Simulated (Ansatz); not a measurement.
System: C2H6AlF, net charge 0, singlet state. 
Geometry from a B3LYP-D3(BJ)/def2-TZVP (Ansatz, a quantum-chemistry and plane-wave program) optimisation:
```
Al
F 1 1.6645
C 1 1.9465 2 116.29
H 3 1.0919 1 112.59 2 178.10
H 3 1.0937 4 107.97 1 122.82
H 3 1.0940 4 107.84 5 114.61
C 1 1.9465 2 116.29 3 180.00
H 7 1.0919 1 112.59 2 178.10
H 7 1.0937 8 107.97 1 122.82
H 7 1.0940 8 107.84 9 114.61
```

Total electronic energies in hartree. Correlated levels leave the core frozen unless marked. No spin-orbit coupling. Non-relativistic unless marked X2C. CBS(X,Y): correlation extrapolated as X^-3; Hartree-Fock from the larger set. The bracket is a focal-point correction in the basis named.

```
level                                                                             program  energy (Eh)
-------------------------------------------------------------------------  --------------  -----------
HF/cc-pV(D+d)Z                                                                     Ansatz   -420.68887
HF/aug-cc-pV(Q+d)Z                                                                 Ansatz   -420.77947
B97M-V/def2-TZVPD                                                                  Ansatz   -422.18211
PBE0/def2-SVP                                                                      Ansatz   -421.66066
PBE0-D4/def2-TZVPD                                                         Ansatz + dftd4   -421.96658
PBE0/def2-TZVP                                                                     Ansatz   (withheld)
r2SCANh/def2-TZVPD                                                                 Ansatz   -422.14578
r2SCAN0-D4/def2-TZVPD                                                      Ansatz + dftd4   -422.13321
CAM-B3LYP-D4/def2-TZVPD                                                    Ansatz + dftd4   (withheld)
LC-wPBE/def2-TZVPD                                                                 Ansatz   -422.09203
wB97M-V/def2-TZVPD                                                                 Ansatz   -422.18183
B2GP-PLYP/def2-TZVPD                                                               Ansatz   (withheld)
B2PLYP/def2-TZVPD                                                                  Ansatz   -422.02604
MP2/aug-cc-pV(T+d)Z                                                                Ansatz   -421.47220
MP2/CBS(cc-pV(T+d)Z,cc-pV(Q+d)Z)                                                   Ansatz    -421.5618
SCS-MP2/aug-cc-pV(D+d)Z                                                            Ansatz   -421.28181
CCSD/cc-pV(T+d)Z                                                                   Ansatz   -421.48706
CCSD/cc-pVTZ                                                                       Ansatz   -421.48343
CCSD/aug-cc-pV(Q+d)Z                                                               Ansatz   -421.55581
X2C-CCSD(T)/cc-pVTZ-DK                                                             Ansatz   -422.05839
RI-MP2/CBS(aug-cc-pV(T+d)Z,aug-cc-pV(Q+d)Z)+[CCSD(T)-MP2]/aug-cc-pV(T+d)Z          Ansatz    -421.6212
RI-MP2/CBS(cc-pV(T+d)Z,cc-pV(Q+d)Z)+[CCSD(T)-MP2]/cc-pV(T+d)Z                      Ansatz    -421.6188
CCSD(T)/CBS(aug-cc-pV(T+d)Z,aug-cc-pV(Q+d)Z)                                       Ansatz    -421.6126
```

Problem. What belongs in the gaps?

Solution. 
- PBE0/def2-TZVP, energy (Eh): -421.96087
- CAM-B3LYP-D4/def2-TZVPD, energy (Eh): -422.21701
- B2GP-PLYP/def2-TZVPD, energy (Eh): -421.95350
